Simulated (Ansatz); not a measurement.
`N[SiH]([SiH3])CCl` + `CO[SiH](N)O` → `CO[SiH](N)[SiH3]` + `N[SiH](O)CCl`  (redistribution)

Program: Ansatz. Geometries: PBE0-D4/def2-TZVP. ΔE: electronic, gas phase. CCSD(T)/CBS adds triple-zeta CCSD(T) − MP2 to the extrapolated MP2 energy (def2 sets, frozen cores). Functionals use def2-TZVPP. One conformer a species, not always the lowest.

```tsv
level	ΔE (kJ/mol)
PBE-D4	0.4
MP2/CBS(def2)	5.2
```

(1) What does CCSD(T)/CBS give? (Best estimate.)

Largest T1 diagnostic among the species: 0.012.

## Answers

(1) Ansatz gave: +4.8 kJ/mol. The listed levels differ from it by -4.4, 0.4 kJ/mol.

In def2-TZVPP, CCSD(T) changes the Hartree–Fock value by −4.9 kJ/mol (the triples alone add −1.2 kJ/mol) and MP2 by −4.5 kJ/mol.
